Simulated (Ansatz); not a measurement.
Consider the redistribution: `N[SiH2][GeH2][NH2]` + `N[SiH2]S[Si](N)(F)F` → `N[SiH2][S][GeH2][NH2]` + `N[SiH2][Si](N)(F)F`.

Isolated molecules relaxed with PBE0-D4/def2-TZVP in Ansatz; ΔE leaves out vibrations. CCSD(T)/CBS adds triple-zeta CCSD(T) − MP2 to the extrapolated MP2 energy (def2 sets, frozen cores). DFT in def2-TZVPP. B3LYP here is the variant with VWN-RPA as its local correlation; programs differ in this. For Ge outer-core shells are correlated without core-valence functions, which leaves a few kJ/mol of doubt a bond. Scalar relativity is left out up to krypton. Each species was taken in one conformer, which may not be the lowest.

Is it downhill or uphill in electronic energy at CCSD(T)/CBS, and by how much? (An estimate is asked.)

Ansatz gave: Uphill: ΔE = +0.31 eV.

What do these levels give: PBE-D4, r2SCAN-D4, B3LYP-D4, ωB97X-V, ωB97M-V, B2PLYP, PBE, r2SCAN, B3LYP, CCSD/def2-TZVPP, HF/def2-QZVPP, CCSD/CBS(def2)? (Estimate.)

Ansatz gave: PBE-D4 0.27, r2SCAN-D4 0.33, B3LYP-D4 0.28, ωB97X-V 0.27, ωB97M-V 0.33, B2PLYP 0.30, PBE 0.29, r2SCAN 0.33, B3LYP 0.30, CCSD/def2-TZVPP 0.29, HF/def2-QZVPP 0.29, CCSD/CBS(def2) 0.32 eV.

Largest T1 diagnostic among the species: 0.012.
